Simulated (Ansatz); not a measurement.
Born–Oppenheimer molecular dynamics of BCl₂H₂N (6 atoms, charge 0, multiplicity 1). It starts from a relaxed structure.

Computed with Ansatz 0.2.0, RKS BHLYP-D4/def2-SVP.

```
ensemble        : NVT, Langevin thermostat
time step       : 0.25 fs
steps asked     : 100
set temperature : 2000 K
friction        : 0.05 /fs
seed            : 933860
```

Frames 1.25 fs apart, positions in Å, forces in eV/Å.

Velocities at 5 fs (Å/ps):

```
B -15.78 8.62 -2.08
Cl 2.65 -0.50 1.68
Cl 3.53 -1.98 5.01
N -21.12 -13.99 -6.60
H -13.43 -29.68 -9.19
H 5.26 -14.09 3.82
```

```xyz
6
Properties=species:S:1:pos:R:3:forces:R:3 time_fs=5 energy_less_start_eV=0.252 T=1093
B -0.123 0.062 -0.041 -0.32 -1.14 0.10
Cl 0.011 -0.387 1.690 -0.38 0.27 -0.51
Cl 1.444 0.388 -0.835 -0.69 0.28 -0.06
N -1.329 -0.089 -0.752 0.10 1.04 -1.99
H -2.235 -0.452 -0.438 1.04 0.41 0.19
H -1.382 0.244 -1.764 0.26 -0.86 2.27
6
Properties=species:S:1:pos:R:3:forces:R:3 time_fs=6.25 energy_less_start_eV=0.256 T=1073
B -0.146 0.073 -0.044 -0.11 -1.40 0.21
Cl 0.012 -0.387 1.692 -0.46 0.35 -0.65
Cl 1.446 0.386 -0.829 -1.04 0.29 -0.01
N -1.351 -0.110 -0.757 0.57 0.83 -0.83
H -2.251 -0.493 -0.457 0.98 0.42 0.25
H -1.381 0.215 -1.737 0.07 -0.50 1.03
6
Properties=species:S:1:pos:R:3:forces:R:3 time_fs=7.5 energy_less_start_eV=0.313 T=1398
B -0.175 0.080 -0.044 0.66 -1.51 0.49
Cl 0.014 -0.386 1.694 -0.57 0.42 -0.74
Cl 1.450 0.384 -0.822 -1.44 0.27 0.06
N -1.365 -0.128 -0.754 1.15 0.38 1.27
H -2.245 -0.519 -0.462 0.26 0.12 0.51
H -1.370 0.147 -1.692 -0.06 0.31 -1.60
6
Properties=species:S:1:pos:R:3:forces:R:3 time_fs=8.75 energy_less_start_eV=0.466 T=1482
B -0.209 0.087 -0.041 1.72 -1.51 0.83
Cl 0.015 -0.382 1.693 -0.67 0.47 -0.70
Cl 1.456 0.382 -0.816 -1.85 0.24 0.14
N -1.376 -0.148 -0.748 1.15 0.20 2.65
H -2.236 -0.553 -0.451 -0.19 -0.03 0.50
H -1.331 0.072 -1.669 -0.16 0.63 -3.41
6
Properties=species:S:1:pos:R:3:forces:R:3 time_fs=10 energy_less_start_eV=0.490 T=1448
B -0.240 0.090 -0.036 2.59 -1.46 0.99
Cl 0.016 -0.377 1.689 -0.75 0.48 -0.57
Cl 1.462 0.380 -0.808 -2.16 0.23 0.18
N -1.386 -0.170 -0.742 1.35 1.06 -0.70
H -2.227 -0.599 -0.442 -0.50 -0.13 0.38
H -1.288 0.036 -1.720 -0.53 -0.18 -0.28
6
Properties=species:S:1:pos:R:3:forces:R:3 time_fs=11.25 energy_less_start_eV=0.732 T=1311
B -0.269 0.092 -0.033 3.29 -1.39 1.10
Cl 0.020 -0.372 1.686 -0.85 0.48 -0.49
Cl 1.468 0.378 -0.802 -2.39 0.24 0.19
N -1.399 -0.193 -0.737 1.18 1.35 -3.26
H -2.216 -0.671 -0.414 -0.18 0.09 -0.02
H -1.253 0.003 -1.786 -1.06 -0.77 2.48
6
Properties=species:S:1:pos:R:3:forces:R:3 time_fs=12.5 energy_less_start_eV=0.839 T=1414
B -0.288 0.091 -0.029 3.32 -1.44 0.86
Cl 0.021 -0.367 1.681 -0.89 0.47 -0.37
Cl 1.473 0.373 -0.801 -2.56 0.24 0.20
N -1.416 -0.216 -0.736 1.32 1.26 -3.23
H -2.205 -0.746 -0.416 -0.07 0.17 -0.07
H -1.252 -0.054 -1.793 -1.11 -0.71 2.60
6
Properties=species:S:1:pos:R:3:forces:R:3 time_fs=13.75 energy_less_start_eV=0.813 T=1356
B -0.295 0.090 -0.027 2.91 -1.60 0.62
Cl 0.024 -0.362 1.676 -0.91 0.47 -0.27
Cl 1.480 0.368 -0.798 -2.68 0.23 0.18
N -1.434 -0.240 -0.735 1.94 1.30 -1.24
H -2.198 -0.792 -0.415 -0.32 -0.03 0.09
H -1.253 -0.128 -1.739 -0.94 -0.38 0.62
6
Properties=species:S:1:pos:R:3:forces:R:3 time_fs=15 energy_less_start_eV=0.949 T=1268
B -0.301 0.082 -0.031 2.55 -1.69 0.64
Cl 0.028 -0.355 1.675 -0.94 0.48 -0.29
Cl 1.487 0.366 -0.793 -2.80 0.19 0.13
N -1.451 -0.262 -0.738 1.24 0.70 2.25
H -2.216 -0.844 -0.407 0.47 0.51 -0.23
H -1.235 -0.201 -1.679 -0.52 -0.20 -2.50
6
Properties=species:S:1:pos:R:3:forces:R:3 time_fs=16.25 energy_less_start_eV=1.036 T=1454
B -0.297 0.067 -0.031 1.87 -1.75 0.24
Cl 0.034 -0.348 1.675 -0.96 0.44 -0.24
Cl 1.490 0.363 -0.788 -2.84 0.14 0.09
N -1.472 -0.281 -0.742 1.33 0.64 3.57
H -2.217 -0.906 -0.418 0.76 0.76 -0.18
H -1.243 -0.283 -1.666 -0.16 -0.23 -3.48
6
Properties=species:S:1:pos:R:3:forces:R:3 time_fs=17.5 energy_less_start_eV=0.994 T=1607
B -0.284 0.052 -0.035 1.09 -1.89 -0.18
Cl 0.043 -0.340 1.675 -0.98 0.41 -0.26
Cl 1.492 0.357 -0.786 -2.82 0.11 0.03
N -1.492 -0.302 -0.746 2.45 0.78 1.73
H -2.209 -0.963 -0.447 0.60 0.66 0.21
H -1.266 -0.367 -1.701 -0.32 -0.08 -1.53
6
Properties=species:S:1:pos:R:3:forces:R:3 time_fs=18.75 energy_less_start_eV=1.061 T=1698
B -0.272 0.034 -0.040 0.42 -1.97 -0.47
Cl 0.052 -0.333 1.678 -1.00 0.38 -0.33
Cl 1.491 0.355 -0.784 -2.80 0.06 -0.01
N -1.517 -0.322 -0.744 3.44 0.58 -0.58
H -2.199 -1.024 -0.468 0.48 0.59 0.55
H -1.301 -0.445 -1.748 -0.54 0.36 0.84
```

Of the whole run (25 fs, mean temperature of the second half 1340 K): The mean temperature of the second half is 33 % below the set value. A run of 0.025 ps of so small a system gives no equilibrium averages.

Run time: 2.7 min on 1 thread of Intel(R) Xeon(R) Platinum 8488C (Sapphire Rapids), with other jobs on the host, peak memory 0.16 GiB.
